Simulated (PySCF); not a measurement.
## Mg (magnesium, neutral) across methods

[Ne] 3s1 4s1, high-spin 3S determinant (an excited configuration). All numbers are calculated (PySCF 2.14, the non-relativistic Hamiltonian (point nucleus), in aug-cc-pVTZ with one added diffuse shell each of s, p, d, f type (7s6p4d3f, 66 functions)). The B2PLYP total includes its PT2 part (frozen core); its orbital energies are those of the SCF part.

```csv
method,E (hartree),mean ε 2p β (eV),mean ε 3s α (eV),mean ε 4s α (eV),Σ⟨r²⟩ (bohr²),⟨S²⟩
PBE,-199.7671,-51.969,-8.350,-1.635,92.79,2.000
MN15,-199.7903,-57.357,-9.426,-1.713,105.4,2.000
B2PLYP,-199.7755,-60.237,-9.994,-1.967,96.91,2.000
LDA,-198.9436,-52.031,-8.420,-1.619,90.72,2.000
r2SCAN,-199.8620,-53.439,-8.590,-1.572,95.14,2.000
PBE0,-199.7866,-56.008,-9.193,-1.890,94.13,2.000
B97-3,-199.8644,-56.372,-9.136,-1.847,93.20,2.000
CAM-B3LYP,-199.8842,-57.432,-10.421,-2.157,95.18,2.000
UHF,-199.45872,-67.057,-11.376,-2.400,101.4,2.000
```

The outer electron is Rydberg-like, and this basis confines it to a smaller radius and binds it less than a complete one would.
